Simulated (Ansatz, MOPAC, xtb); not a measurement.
How methods differ on B2Cl4 (SMILES ClB(Cl)B(Cl)Cl)

B2Cl4, singlet, SMILES `ClB(Cl)B(Cl)Cl`. Each level relaxes the structure for itself.

Quantity: the highest harmonic wavenumber at each level's own minimum, in cm⁻¹. The values are calculated.

```tsv
level	kind	program	value (cm⁻¹)
AM1	semi-empirical	MOPAC	1082
PM3	semi-empirical	MOPAC	1107
PM6-D3	semi-empirical	MOPAC	1199
GFN1-xTB	semi-empirical	xtb	1093
HF/STO-3G	Hartree–Fock	Ansatz	1330
HF/3-21G	Hartree–Fock	Ansatz	1202
HF/6-31G* (Cartesian functions)	Hartree–Fock	Ansatz	1201
PBE/def2-SVP	GGA	Ansatz	1142
B3LYP/6-31G* (Cartesian functions)	global hybrid	Ansatz	1142
PBE0-D4/def2-TZVP	global hybrid	Ansatz	1156
```

Harmonic and unscaled. The values span 1082 to 1330 cm⁻¹. Without the sets that lack polarisation functions the rows with a basis span only 1142 to 1201 cm⁻¹.
